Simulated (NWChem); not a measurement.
Species: BIF₂; SMILES B(F)(I)F

```xyz
4

B      0.0000     0.0000     1.3137
F      0.0000    -1.1287     1.9769
F      0.0000     1.1287     1.9769
I      0.0000     0.0000    -0.8094
```
Atoms are numbered in this order, from 1.

Level: PBE0/def2-SVP with def2 effective core potentials on I (NWChem), optimised geometry, unscaled harmonic frequencies. def2 effective core potentials on I; no spin-orbit coupling.

Question: List the harmonic frequencies with IR intensities, and the thermochemistry.

Answer: 
```
frequency (cm⁻¹)  IR intensity (km/mol)
----------------  ---------------------
262                                 0.6
309                                 1.1
530                                29.9
609                                59.8
1208                              547.3
1468                              287.1
```

The zero-point energy is 6.3 kcal/mol and the thermal correction to the enthalpy at 298.15 K (with zero-point energy) comes out as 9.4 kcal/mol. The heat capacity Cv comes out as 11.8 cal/(mol K) and the entropy at 298.15 K and 1 atm (symmetry number 2) is 70.7 cal/(mol K).

Rigid rotor and harmonic oscillator.
